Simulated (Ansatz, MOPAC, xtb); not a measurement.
Lewis adduct: GaH2I (SMILES [GaH2][I]) (first 4 atoms) with H2O (SMILES O); geometry from B3LYP-D3(BJ)/def2-TZVP, rigid monomers moved along the line of their centres of mass till Ga1···O5 is 2.46 Å.
(charge 0, multiplicity 1):
| atom | x (Å) | y (Å) | z (Å) |
|---|---|---|---|
| Ga | -0.0273 | -1.2065 | 1.5089 |
| I | -0.1618 | 1.0681 | 0.2849 |
| H | 1.3965 | -1.8371 | 1.4839 |
| H | -1.4106 | -1.9196 | 1.6619 |
| O | 0.0089 | -0.2611 | 3.7757 |
| H | 0.1734 | 0.6676 | 3.5437 |
| H | -0.8625 | -0.2871 | 4.1932 |

Interaction energies are E(AB) − E(A) − E(B) at the monomers' geometry in the complex; basis-set methods are counterpoise corrected.

Frozen-core correlation. Filled d and f shells under p-block atoms count as core. CBS: X⁻³ extrapolation of the correlation energy, Hartree–Fock from the larger set. The state that AM1, PM3 reach isn't checked.

Codes used: Ansatz (Gaussian basis) for Hartree–Fock, density functionals and correlated methods; MOPAC for AM1, PM3 (differences of heats of formation); xtb for the GFN methods. Values without a source in brackets are computed. In def2 rows elements past Kr take small-core potentials, without spin–orbit coupling.

```csv
level,interaction energy (kJ/mol)
AM1,-87.8
PM3,-145.7
GFN1-xTB,-71.1
GFN2-xTB,-110.8
PBE/def2-TZVPPD,-59.8
wB97M-V/def2-TZVPPD,-69.8
MP2/def2-SVPD,[?]
"MP2/CBS(def2-SVPD, def2-TZVPPD)",[?]
SCS-MP2/def2-SVPD,-59.7
```

**Question.** Complete the blanks.

**Answer.** 
- MP2/def2-SVPD, interaction energy (kJ/mol): -62.8
- MP2/CBS(def2-SVPD, def2-TZVPPD), interaction energy (kJ/mol): -66.4

Ansatz is a program for electronic structure.
